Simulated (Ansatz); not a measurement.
System: GaF₂, net charge 1, singlet state. It need not be the lowest isomer of its formula. SMILES: [Ga+]([F])[F]
Geometry: optimised at B3LYP-D3(BJ)/def2-TZVP (Ansatz, a quantum-chemistry and plane-wave program).

Computed values are from Ansatz. Valence correlation only, unless marked. Open shells are spin-unrestricted. Spin-orbit coupling is left out. Frozen are the shells of the preceding noble gas and the d and f shells that filled before the atom's block. No relativistic terms. CBS marks a two-point X^-3 extrapolation of the correlation energy; Hartree-Fock from the larger set. The bracket is a focal-point correction in the basis named.

Task: What is the vertical electron affinity (to the doublet; negative means unbound) at RI-MP2/CBS(aug-cc-pVTZ,aug-cc-pVQZ)+[CCSD(T)-MP2]/aug-cc-pVTZ?

Result: 7.80 eV.

Task: What is the vertical ionisation energy (to the doublet) at RI-MP2/CBS(aug-cc-pVTZ,aug-cc-pVQZ)+[CCSD(T)-MP2]/aug-cc-pVTZ?

Result: 22.69 eV.

Task: What is the T1 diagnostic at CCSD/aug-cc-pVQZ?

Result: 0.016.

Task: What is the total energy at CCSD(T)/CBS(aug-cc-pVTZ,aug-cc-pVQZ)?

Result: -2122.6680 Eh.
